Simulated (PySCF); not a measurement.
Atoms are numbered as in `[CH3:1][S:2](=[O:3])(=[O:4])[CH2:5][C:6](=[O:7])[O:8][SiH3:9]` (H(Xn): hydrogen on atom n).

Theory: coordinates at the PBE0-D3(BJ)/def2-SVP level, CAM-B3LYP/pcSseg-1 with gauge-including orbitals, in PySCF 2.14.0 with density-fitted response routines (fast rotation and ring inversion assumed for equivalent nuclei, single conformer, non-relativistic Hamiltonian, gas phase).

Shifts are taken against calculated references (same method and geometry level): 13C (σ = 182.45 ppm), 1H (σ = 31.33 ppm), 29Si (σ = 343.41 ppm) vs TMS; 33S (σ = 487.21 ppm) vs CS2; 17O (σ = 338.55 ppm) vs H2O.

| atoms | nucleus | count | δ (ppm) |
| --- | --- | --- | --- |
| S2 | 33S | 1 | ? |
| H(C1) | 1H | 3 | 2.96 |
| O8 | 17O | 1 | ? |
| C5 | 13C | 1 | 66.0 |
| H(Si9) | 1H | 3 | 4.76 |
| H(C5) | 1H | 2 | 3.57 |
| Si9 | 29Si | 1 | -31.0 |
| C1 | 13C | 1 | ? |
| O3/O4 | 17O | 2 | 236.2 |
| O7 | 17O | 1 | 457.0 |
| C6 | 13C | 1 | 176.8 |

Problem. Complete the table.

Solution. 
- C1: 45.1 ppm, methyl carbon bonded to S
- S2: 310 ppm, sulfone sulfur
- O8: 217.0 ppm, oxygen bonded to C, Si

Shifts are as computed, not scaled to solution data. Of 1211 compounds with measured shifts, 218 miss one by over three times the rms of a fit or turn the order of signals round; such compounds aren't used in these exercises. Unscaled 17O shifts of doubly bonded oxygen tend to come out too high, by tens of ppm or more. Experimental scales use liquid or dissolved standards, which lie at an offset from isolated H2O (liquid H2O: subtract about 36 ppm).
